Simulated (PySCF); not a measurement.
C6H10FNSi2.
Cartesian coordinates in Å at the GFN2-xTB level; atoms count from 1:
```xyz
20
C6H10FNSi2 angstrom
C      2.7372   -1.3953    0.1700
Si     2.6651    0.4810    0.4375
Si     0.9103    1.3716   -0.7659
F      0.6926    2.9307   -0.3454
C     -0.7409    0.5473   -0.3431
C     -1.9208    1.2437   -0.0959
C     -3.0754    0.5410    0.2040
C     -3.0182   -0.8427    0.2485
C     -1.7977   -1.4519   -0.0035
N     -0.6959   -0.7851   -0.2877
H      2.9936   -1.6378   -0.8576
H      1.7751   -1.8533    0.3806
H      3.4798   -1.8603    0.8120
H      3.9533    1.0649    0.0238
H      2.5548    0.7446    1.8832
H      0.9937    1.4938   -2.2232
H     -1.9206    2.3220   -0.1384
H     -4.0034    1.0608    0.3987
H     -3.8919   -1.4342    0.4755
H     -1.6961   -2.5303    0.0238
```

Definitions: NICS(0) = −σiso at the ring centroid; NICS(1) = −σiso and NICS(1)zz = −σzz at ±1 Å along the ring normal z. Level: GIAO PBE0/pcSseg-1 (PySCF, non-relativistic, gas phase) on the GFN2-xTB geometry, one conformer.

Ring bond lengths (Å), with Mayer bond orders in brackets: C5–C6 1.392 (1.37), C6–C7 1.384 (1.43), C7–C8 1.386 (1.42), C8–C9 1.387 (1.39), C9–N10 1.319 (1.50), N10–C5 1.334 (1.37).

Q: Give the NICS values of each ring in ppm.

A: 
```json
{"ring": "C5–C6–C7–C8–C9–N10", "type": "6-membered ring with N; formal bonds all aromatic", "NICS(0)": "-6.6", "NICS(1), two faces": "-11.0 / -11.1", "NICS(1)zz, two faces": "-28.2 / -28.0", "rms pucker (Å)": "0.00", "centre to ring atoms, mean (Å)": "1.37"}
```

Q: What can be read from them?

A: 
- C5–C6–C7–C8–C9–N10: mean NICS(1)zz -28.1 ppm, shielded, aromatic by this magnetic criterion (flat ring, no four-coordinate atom).

Q: What does the geometric index give? HOMA takes Krygowski's 1993 parameters.

A: 
- C5–C6–C7–C8–C9–N10: HOMA 0.99; the largest term is that of C9–N10, α(R − Ropt)² = 0.02. The geometric and the magnetic index point the same way.

Q: Give the inner angles of the rings and the Hirshfeld charges of the ring atoms.

A: 
- C5–C6–C7–C8–C9–N10: C5 121.4° (-0.038 e), C6 119.4° (-0.047 e), C7 118.6° (-0.027 e), C8 118.0° (-0.047 e), C9 123.5° (+0.018 e), N10 119.1° (-0.145 e); sum 720.0° against 720° for a flat convex ring.
